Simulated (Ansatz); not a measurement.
Basis-set extrapolation for CH₅BOSSi (`OC1BS[SiH2]1`) (PBE0-D4/def2-TZVP geometry, frozen core, Ansatz 0.2.0). Multiplicity 1, RHF reference.

```
                      def2-TZVPP   def2-QZVPP
                 HF  -826.888976  -826.915291
    MP2 correlation    -0.795277    -0.856791
CCSD(T) correlation    -0.877955      not run
```

Energies in hartree. Use E(X) = E(∞) + A·exp(−7.88·√X) for Hartree–Fock and E(X) = E(∞) + B·X^(−2.97) for correlation, with X = 3 and 4, and add CCSD(T) minus MP2 of the smaller set to the MP2 limit.

What is the CCSD(T) energy at the basis-set limit?

HF limit: -826.915291 + (-0.026315) × 0.13774 = -826.91892. MP2 limit: -0.856791 + (-0.061514) × 0.74074 = -0.90236. Higher-order term: -0.877955 − (-0.795277) = -0.08268. Total: -827.90396 hartree, 359.8 kJ/mol below CCSD(T)/def2-TZVPP.
